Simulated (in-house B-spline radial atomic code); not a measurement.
Radial electron density of neutral arsenic, [Ar] 3d10 4s2 4p3. Computed with an all-electron radial atomic-structure program (B-spline basis): Dirac-Kohn-Sham LDA exchange-only, spherical fractional occupations, Fermi nucleus of rms radius 4.0968 fm.

Columns: r (bohr), 4πr²n(r) (electrons per bohr), bar.

```
 0.00169   0.9537 #
 0.00207    1.379 #
 0.00254    1.989 ##
 0.00312    2.853 ###
 0.00383    4.054 ####
  0.0047    5.695 #####
 0.00576    7.882 #######
 0.00707    10.76 ##########
 0.00868    14.42 #############
  0.0107    18.95 ##################
  0.0131    23.99 ######################
   0.016    29.27 ###########################
  0.0197     34.5 ################################
  0.0242    38.56 ####################################
  0.0297    40.66 ######################################
  0.0364    40.31 ######################################
  0.0447    37.81 ###################################
  0.0548    34.67 ################################
  0.0673    33.13 ###############################
  0.0826    35.15 #################################
   0.101    40.42 ######################################
   0.124    46.04 ###########################################
   0.153    47.25 ############################################
   0.187    41.75 #######################################
    0.23    32.18 ##############################
   0.282     25.4 ########################
   0.346    25.35 ########################
   0.425    29.28 ###########################
   0.522    30.45 ############################
    0.64    25.56 ########################
   0.786     17.1 ################
   0.964    9.665 #########
    1.18    5.411 #####
    1.45    3.649 ###
    1.78    2.927 ###
    2.19    2.259 ##
    2.68    1.513 #
    3.29   0.8393 #
    4.04    0.383 
    4.96   0.1414 
    6.09  0.04066 
    7.47  0.00869 
    9.17 0.001275
```

On this grid the curve has 3 maxima, near 0.0297, 0.153, 0.522 bohr.

The 4s1/2 radial function P(r) = rR(r), positive near the nucleus, with its small component Q(r) (sign convention: Q ≈ (P' + κP/r)/2c):

```
r (bohr)          P          Q
0.000606    0.00951  -0.001161
0.000913    0.01401  -0.001721
 0.00137    0.02046  -0.002527
 0.00207    0.02982  -0.003708
 0.00312    0.04283   -0.00538
  0.0047    0.06033  -0.007693
 0.00707    0.08242   -0.01076
  0.0107     0.1079   -0.01466
   0.016     0.1299   -0.01886
  0.0242     0.1369   -0.02263
  0.0364     0.1072   -0.02395
  0.0548    0.01985   -0.02037
  0.0826    -0.1191   -0.01035
   0.124    -0.2287   0.003236
   0.187    -0.1631    0.01236
   0.282     0.1308   0.009164
   0.425     0.3758   -0.00187
    0.64     0.1737  -0.007324
   0.964    -0.3943   -0.00382
    1.45    -0.7813   0.001099
    2.19    -0.6666   0.002395
    3.29    -0.3062   0.001256
    4.96   -0.06942  0.0002874
    7.47  -0.006218  2.525e-05
```
